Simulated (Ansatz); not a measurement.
RuCl3, relaxed as a doublet with UKS r2SCAN-D4/def2-SVP in Ansatz, starting from the GFN2-xTB geometry. Force threshold 0.02 eV/Å.

In the def2 sets Ru takes a core potential; there is no spin–orbit coupling. The charge 0 doublet is spin-contaminated (final ⟨S²⟩ up to 1.64, 0.75 for a pure state). Another isomer (quartet) lies 0.52 eV lower at PBE0-D4/def2-TZVP; other spin states weren't run for this one.

Start:

```xyz
4

Ru    0.711    0.303    0.426
Cl   -1.300    0.191    0.310
Cl   -2.155   -0.915   -1.530
Cl    2.744    0.422    0.794
```

| step | energy (eV) | largest force component (eV/Å) | SCF passes |
| --- | --- | --- | --- |
| 1 | -40135.4820 | 3.406 | 172 |
| 2 | -40136.1971 | 0.629 | 250 |
| 3 | -40136.2879 | 0.124 | 220 |
| 4 | -40136.3222 | 0.215 | 219 |
| 5 | -40136.3846 | 0.281 | 227 |
| 6 | -40136.5535 | 0.720 | 339 |
| 7 | -40136.9009 | 1.551 | 181 |
| 8 | -40137.6419 | 2.946 | 420 |
| 9 | -40138.4881 | 1.453 | 181 |
| 10 | -40138.6768 | 1.547 | 238 |
| 11 | -40138.7884 | 0.457 | 223 |
| 12 | -40138.7993 | 0.123 | 195 |
| 13 (rejected) | -40138.7716 | 1.127 | 206 |
| 14 | -40138.8075 | 0.098 | 124 |
| 15 (rejected) | -40138.8066 | 0.118 | 199 |
| 16 | -40138.8092 | 0.014 | 170 |
| 17 | -40138.8092 | 0.006 | 166 |

Force components are those of the run's own axes.

End:

```xyz
4

Ru    0.0618    0.2177    0.0462
Cl   -1.6766    0.7652    1.3103
Cl   -0.6410   -1.0451   -1.6156
Cl    2.2558    0.0622    0.2591
```

Bonds lost: Cl2–Cl3 (atoms count from 1). Bonds formed: Ru1–Cl3 (atoms count from 1).

The force fell under the threshold at step 16, but the optimiser went on. No frequencies were taken in this run, so the end may be a saddle point.

It took 13 min on 4 threads of Arm Neoverse N1 on a shared host.
